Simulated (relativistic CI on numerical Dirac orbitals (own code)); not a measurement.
**Slater and spin-orbit integrals, Rh23+**

These numbers are calculated, not measured: Dirac-Coulomb-Breit CI, KLI orbitals optimised for each configuration, model QED (radiative potential, 1s self-energy scaled to tabulated hydrogen-like ionisation energies), unscaled Slater integrals (own radial code, finite nucleus).

Slater integrals F^k, G^k are unscaled and averaged over j, outside the closed core [Ne]; ζ comes from projecting the Hamiltonian with its Breit term on Σ l·s of the shell.

- 3s²3p⁶3d⁴: F^2(3d,3d) = 310140, F^4(3d,3d) = 199510, ζ(3d) = 19171 cm⁻¹; <r>(3d) = 0.3264, <r^2>(3d) = 0.1243 (bohr units).
- 3s²3p⁵3d⁵: ζ(3p) = 156620, F^2(3d,3d) = 309330, F^4(3d,3d) = 198970, F^2(3p,3d) = 276190, G^1(3p,3d) = 305310, G^3(3p,3d) = 200570, ζ(3d) = 18870 cm⁻¹; <r>(3p) = 0.3599, <r^2>(3p) = 0.1496, <r>(3d) = 0.3271, <r^2>(3d) = 0.1249 (bohr units).
- 3s3p⁶3d⁵: F^2(3d,3d) = 309030, F^4(3d,3d) = 198770, G^2(3s,3d) = 230560, ζ(3d) = 19045 cm⁻¹; <r>(3s) = 0.3665, <r^2>(3s) = 0.153, <r>(3d) = 0.3274, <r^2>(3d) = 0.1252 (bohr units).

Q: Give the Racah parameters of the d shell in 3s²3p⁶3d⁴.

A: B = F²/49 − 5F⁴/441 = 4067 cm⁻¹ and C = 35F⁴/441 = 15834 cm⁻¹.

Averages of the first 10 configurations, taken without configuration mixing, which lowers the lowest level and can move excited configurations by several eV; other configurations of the list can lie among them:

```csv
Configuration,Parity,States,Average energy above the lowest level (eV)
3s²3p⁶3d⁴,even,210,22.3
3s²3p⁵3d⁵,odd,1512,194.1
3s3p⁶3d⁵,even,504,318.9
3s²3p⁶3d³4s,even,240,472.9
3s²3p⁶3d³4p,odd,720,516.7
3s²3p⁶3d³4d,even,1200,579.7
3s²3p⁶3d³4f,odd,1680,636.8
3s²3p⁵3d⁴4s,odd,2520,639.8
3s²3p⁶3d²4s4p,odd,540,985.4
3s3p⁶3d⁴4s,even,840,765.8
```
